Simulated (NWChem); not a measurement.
System: GeS, singlet; SMILES [S]=[Ge]

Excerpt of the output:

```
             Northwest Computational Chemistry Package (NWChem) 7.3.0
             --------------------------------------------------------

 ORDER OF PRIMARY AXIS IS BEING SET TO 4
 C4V symmetry detected

                             Geometry "geometry" -> ""
                             -------------------------

 Output coordinates in angstroms (scale by  1.889725989 to convert to a.u.)

  No.       Tag          Charge          X              Y              Z
 ---- ---------------- ---------- -------------- -------------- --------------
    1 Ge                  32.0000     0.00000000     0.00000000    -0.67268000
    2 S                   16.0000     0.00000000     0.00000000     1.34536000

 Effective nuclear repulsion energy (a.u.)     134.2583652890

      Symmetry information
      --------------------

 Group name             C4v
 Group number             18
 Group order               8
 No. of unique centers     2

                                 NWChem DFT Module
                                 -----------------

 Summary of "ao basis" -> "ao basis" (spherical)
 ------------------------------------------------------------------------------
       Tag                 Description            Shells   Functions and Types
 ---------------- ------------------------------  ------  ---------------------
 Ge                          6-31g*                 12       32   5s4p3d
 S                           6-31g*                  8       18   4s3p1d

      Symmetry analysis of basis
      --------------------------

        a1         20
        a2          0
        b1          4
        b2          4
        e          22

            General Information
            -------------------
          SCF calculation type: DFT
          Wavefunction type:  closed shell.
          No. of atoms     :     2
          No. of electrons :    48
           Alpha electrons :    24
            Beta electrons :    24
          Charge           :     0
          Spin multiplicity:     1
          Use of symmetry is: on ; symmetry adaption is: on
          Maximum number of iterations: 150
          AO basis - number of functions:    50
                     number of shells:    20
          Convergence on energy requested:  1.00D-06
          Convergence on density requested:  1.00D-05
          Convergence on gradient requested:  5.00D-04

              XC Information
              --------------
                         B3LYP Method XC Potential
                     Hartree-Fock (Exact) Exchange  0.200
                        Slater Exchange Functional  0.800 local
                    Becke 1988 Exchange Functional  0.720 non-local
              Lee-Yang-Parr Correlation Functional  0.810
                  VWN I RPA Correlation Functional  0.190 local

             Grid Information
             ----------------
          Grid used for XC integration:  medium
          Radial quadrature: Mura-Knowles
          Angular quadrature: Lebedev.
          Tag              B.-S. Rad. Rad. Pts. Rad. Cut. Ang. Pts.
          ---              ---------- --------- --------- ---------
          Ge                  1.25      112           8.0       590
          S                   1.00       88           9.0       590
          Grid pruning is: on
          Number of quadrature shells:   200
          Spatial weights used:  Erf1

      Superposition of Atomic Density Guess
      -------------------------------------

 Sum of atomic energies:       -2472.47711743

      Non-variational initial energy
      ------------------------------

 Total energy =   -2472.657463
 1-e energy   =   -3711.142636
 2-e energy   =    1104.226807
 HOMO         =      -0.286581
 LUMO         =      -0.039975

      Symmetry analysis of molecular orbitals - initial
      -------------------------------------------------

 !! scf_movecs_sym_adapt:    8 vectors were symmetry contaminated

  Symmetry fudging

 !! scf_movecs_sym_adapt:    6 vectors were symmetry contaminated

  Numbering of irreducible representations:

     1 a1          2 a2          3 b1          4 b2          5 e

  Orbital symmetries:

     1 a1          2 a1          3 a1          4 a1          5 e
     6 e           7 a1          8 a1          9 a1         10 e
    11 e          12 a1         13 e          14 e          15 a1
    16 e          17 e          18 b1         19 b2         20 a1
    21 a1         22 e          23 e          24 a1         25 e
    26 e          27 a1         28 a1         29 e          30 e
    31 a1         32 a1         33 e          34 e

     ---------------------------------------------
      Total Density - Mulliken Population Analysis
     ---------------------------------------------

    Atom       Charge   Shell Charges
 -----------   ------   -------------------------------------------------------
    1 Ge  32    31.22   2.00  2.00  6.00  2.00  5.99  1.52  0.95  0.46  0.21  6.89  2.96  0.23
    2 S   16    16.78   2.00  2.00  5.98  1.37  3.25  0.52  1.65  0.02

   convergence    iter        energy       DeltaE   RMS-Dens  Diis-err
 ---------------- ----- ----------------- --------- --------- ---------
 d= 0,ls=0.0,diis     1  -2474.9153738134 -2.61D+03  4.49D-02  3.39D-01
 d= 0,ls=0.0,diis     2  -2474.2837828478  6.32D-01  3.27D-02  3.32D+00
 d= 0,ls=0.0,diis     3  -2474.9868408336 -7.03D-01  1.96D-03  2.60D-02
 d= 0,ls=0.0,diis     4  -2474.9883199691 -1.48D-03  5.39D-04  3.37D-03
 d= 0,ls=0.0,diis     5  -2474.9885579593 -2.38D-04  1.64D-04  5.85D-05
  Resetting Diis
 d= 0,ls=0.0,diis     6  -2474.9885639599 -6.00D-06  3.16D-05  3.30D-06
 d= 0,ls=0.0,diis     7  -2474.9885644598 -5.00D-07  1.16D-05  2.35D-08
 d= 0,ls=0.0,diis     8  -2474.9885644431  1.67D-08  6.76D-06  1.12D-07

         Total DFT energy =    -2474.988564443072
      One electron energy =    -3711.165729362579
           Coulomb energy =     1206.659073090136
    Exchange-Corr. energy =     -104.740273459644
 Nuclear repulsion energy =      134.258365289016

 Numeric. integr. density =       48.000000024251

                  Occupations of the irreducible representations
                  ----------------------------------------------

                     irrep           alpha         beta
                     --------     --------     --------
                     a1               12.0         12.0
                     a2                0.0          0.0
                     b1                1.0          1.0
                     b2                1.0          1.0
                     e                10.0         10.0

                       DFT Final Molecular Orbital Analysis
                       ------------------------------------

 Vector   22  Occ=2.000000D+00  E=-2.840945D-01  Symmetry=a1
              MO Center=  3.4D-15,  1.5D-15,  7.8D-02, r^2= 3.3D+00
   Bfn.  Coefficient  Atom+Function         Bfn.  Coefficient  Atom+Function
  ----- ------------  ---------------      ----- ------------  ---------------
    41     -0.517035  2 S  pz                13      0.502174  1 Ge pz
    10      0.319104  1 Ge s                 14     -0.216462  1 Ge s
    45     -0.206311  2 S  pz                37      0.201350  2 S  pz
     9     -0.195228  1 Ge pz                42     -0.143157  2 S  s
     6     -0.131142  1 Ge s                 17      0.076692  1 Ge pz

 Vector   23  Occ=2.000000D+00  E=-2.826095D-01  Symmetry=e
              MO Center= -2.2D-15,  1.3D-15,  8.8D-01, r^2= 2.1D+00
   Bfn.  Coefficient  Atom+Function         Bfn.  Coefficient  Atom+Function
  ----- ------------  ---------------      ----- ------------  ---------------
    39      0.506828  2 S  px                40     -0.316450  2 S  py
    11      0.279871  1 Ge px                43      0.271743  2 S  px
    35     -0.194880  2 S  px                12     -0.174744  1 Ge py
    44     -0.169669  2 S  py                36      0.121678  2 S  py
     7     -0.107619  1 Ge px                15      0.082956  1 Ge px

 Vector   24  Occ=2.000000D+00  E=-2.826095D-01  Symmetry=e
              MO Center= -1.2D-15, -2.7D-15,  8.8D-01, r^2= 2.1D+00
   Bfn.  Coefficient  Atom+Function         Bfn.  Coefficient  Atom+Function
  ----- ------------  ---------------      ----- ------------  ---------------
    40      0.506828  2 S  py                39      0.316450  2 S  px
    12      0.279871  1 Ge py                44      0.271743  2 S  py
    36     -0.194880  2 S  py                11      0.174744  1 Ge px
    43      0.169669  2 S  px                35     -0.121678  2 S  px
     8     -0.107619  1 Ge py                16      0.082956  1 Ge py

 Vector   25  Occ=0.000000D+00  E=-9.407472D-02  Symmetry=e
              MO Center= -1.2D-15,  4.7D-16, -3.0D-01, r^2= 3.5D+00
   Bfn.  Coefficient  Atom+Function         Bfn.  Coefficient  Atom+Function
  ----- ------------  ---------------      ----- ------------  ---------------
    12      0.566294  1 Ge py                16      0.395692  1 Ge py
    11     -0.324419  1 Ge px                44     -0.320724  2 S  py
    40     -0.317251  2 S  py                15     -0.226685  1 Ge px
     8     -0.199754  1 Ge py                43      0.183737  2 S  px
    39      0.181747  2 S  px                36      0.119441  2 S  py

 Vector   26  Occ=0.000000D+00  E=-9.407472D-02  Symmetry=e
              MO Center= -4.1D-16, -6.5D-16, -3.0D-01, r^2= 3.5D+00
   Bfn.  Coefficient  Atom+Function         Bfn.  Coefficient  Atom+Function
  ----- ------------  ---------------      ----- ------------  ---------------
    11      0.566294  1 Ge px                15      0.395692  1 Ge px
    12      0.324419  1 Ge py                43     -0.320724  2 S  px
    39     -0.317251  2 S  px                16      0.226685  1 Ge py
     7     -0.199754  1 Ge px                44     -0.183737  2 S  py
    40     -0.181747  2 S  py                35      0.119441  2 S  px

[...]
```

Level: B3LYP/6-31G* (spherical d). Low-valent species are run as closed-shell singlets; no triplet was tried in these runs. All runs use the structure optimised with PBE0/def2-SVP.

### Question
Which NWChem input produces such a log?

### Answer
This is not unique; one that fits is the input that was run:
```
start job
memory heap 200 mb stack 900 mb global 1100 mb
geometry units angstroms noautoz
  Ge     0.000000     0.000000    -0.669846
  S      0.000000     0.000000     1.348194
end
basis spherical
  * library 6-31g*
end
dft
  xc b3lyp
  iterations 150
  mulliken
end
task dft energy
```
